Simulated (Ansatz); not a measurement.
Harmonic frequencies (cm⁻¹) at PBE0-D4/def2-TZVP from Ansatz: 112, 140, 168, 190, 214, 248, 301, 364, 401, 409, 464, 516, 710, 749, 784, 862, 900, 1269, 1443, 1446, 1579, 1945, 3046, 3127, 3155, 3591, 3693.

Each molecule was computed in one conformer, which needn't be the lowest.

(1) Which molecule is it?
A. `C1NCO1`
B. `[SiH3][CH](S)[SbH2]`
C. `FCOCS`
D. `C[Si]1(N)[AlH][Se]1`

## Answers

(1) D.
